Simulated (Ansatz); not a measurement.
A run for Ansatz (a program for electronic structure): R-CCSD(T)/aug-cc-pV(D+d)Z on CH6S2 (a complex), monomers drawn apart or pushed together. Files ending in .json are basis or fitting sets from the Basis Set Exchange.

Ansatz 0.2 input:
```yaml
crystal:
  periodic: [false, false, false]
  atoms:
    - {symbol: S, position_ang: [0.59624197, 0.39125548, 0.22883725]}
    - {symbol: H, position_ang: [0.16097036, 0.80605790, 1.43809472]}
    - {symbol: H, position_ang: [-0.63877004, 0.04382232, -0.16652665]}
    - {symbol: C, position_ang: [-0.20853799, -1.18627136, 3.42535405]}
    - {symbol: S, position_ang: [-0.25838181, 0.60624284, 3.75656875]}
    - {symbol: H, position_ang: [0.19952797, -1.72833979, 4.27521777]}
    - {symbol: H, position_ang: [-1.24211333, -1.49336802, 3.27496248]}
    - {symbol: H, position_ang: [0.35865379, -1.39914438, 2.52170467]}
    - {symbol: H, position_ang: [1.06117132, 0.77989027, 3.93728504]}
basis:
  gaussian:
    orbitals: aug-cc-pV_D+d_Z.json
magnetization: {spin_polarized: false}
correlation: {method: ccsd_t, electrons: outside_noble_gas}
scf: {lower_state_search: off}
```

The head of its log:

```
WARN ansatz: RAYON_NUM_THREADS=1 ignored (pool sized by the plan → 1); use --threads N
Functional definition: HF
these checks for a lower state are left out or cut short: stability, starts, cluster_reference, orbital_swaps, neighbouring_geometries, increment
integrals: 0.35 GiB planned
1364 factors; integrals over basis functions are off by at most 1.1e-3 eV
mean field: 0.44 GiB planned
mean field evaluation 1: about -22758.5132 eV, gradient 2.3e1 eV
mean field evaluation 2: about -22758.6103 eV, gradient 2.3e1 eV
mean field evaluation 4: about -22760.4399 eV, gradient 2.9e0 eV
mean field evaluation 8: about -22760.4831 eV, gradient 2.0e-1 eV
mean field -22760.48344514 eV, -836.4323389992 hartree, gradient 2.2e-6 eV, S^2 0.000000; 0 other end points of the search recorded, 0 dependent functions left out
11 core orbitals not correlated
reference -22760.48344514 eV, -836.4323389992 hartree; 11, 11 occupied and 119, 119 virtual orbitals, 1364 factors
```

### Question
Predict the final total energy.

### Answer
-836.9766 hartree (reference determinant -836.4323, T1 diagnostic 0.010).
